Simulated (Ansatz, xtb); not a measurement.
**Two isomers of C5H7ClSi**

We compare a, `[SiH3][C@@H]1C=CC=C1Cl`, a singlet, with b, `[SiH3][C@@H]1C=CC(Cl)=C1`, a singlet. Both are isolated molecules in the gas phase, relaxed with B3LYP/def2-SVP.

Energies in hartree; the thermal terms are from GFN2-xTB frequencies at re-optimised GFN2-xTB minima (ideal gas, soft modes damped towards free rotors, one conformer each, 298.15 K, 1 atm) and include the zero-point energy:

```
                              a           b
E, CCSD(T)/def2-SVP  −942.426382  −942.425801
    E, MP2/def2-SVP  −942.326369  −942.325855
  E, MP2/def2-TZVPP  −943.016833  −943.017015
  zero-point energy     0.095776     0.095696
       H(298 K) − E     0.104626     0.104511
       G(298 K) − E     0.063028     0.062966
```

Task: Correct the CCSD(T) difference for the basis set by the MP2 change, then work out ΔE, ΔE₀, ΔH and ΔG for a → b in kcal/mol (1 Eh = 627.51 kcal/mol) and the equilibrium ratio [b]/[a].

Result: 1. Differences b − a: CCSD(T) +0.000581, MP2 in the small set +0.000514, MP2 in the large set −0.000182 Eh.
2. ΔE = +0.000581 + (−0.000182 − (+0.000514)) = −0.000115 Eh = −0.07 kcal/mol.
3. ΔE₀ = ΔE + ΔZPE = −0.000115 + (−0.000080) Eh = −0.12 kcal/mol.
4. ΔH = ΔE + (−0.000115) Eh = −0.14 kcal/mol.
5. ΔG = ΔE + (−0.000062) Eh = −0.11 kcal/mol, so ΔS = (ΔH − ΔG)/T = −0.5 J/(mol K).
6. kT = 0.9442 mEh, so K = [b]/[a] = exp(−ΔG/kT) = exp(+0.19) ≈ 1.2.

The two are too close for this level to say which is favoured. An error of 1 kcal/mol in ΔG would change K by a factor of 5.4. Mirror images and further conformers aren't counted.

As drawn, both hold the same kinds of bond in the same numbers.

Other levels gave ΔE = +0.6 (GFN2-xTB); +0.1 (HF/STO-3G, GFN2-xTB geometries); +0.2 (r2SCAN-D4/def2-SVP, GFN2-xTB geometries); −0.2 (B3LYP/def2-SVP); −0.2 (HF/def2-SVP); +0.3 (MP2/def2-SVP); +0.4 (CCSD(T)/def2-SVP) kcal/mol. The correlated steps freeze 15 core orbitals. Programs: Ansatz 0.2.0, xtb 6.7.1.
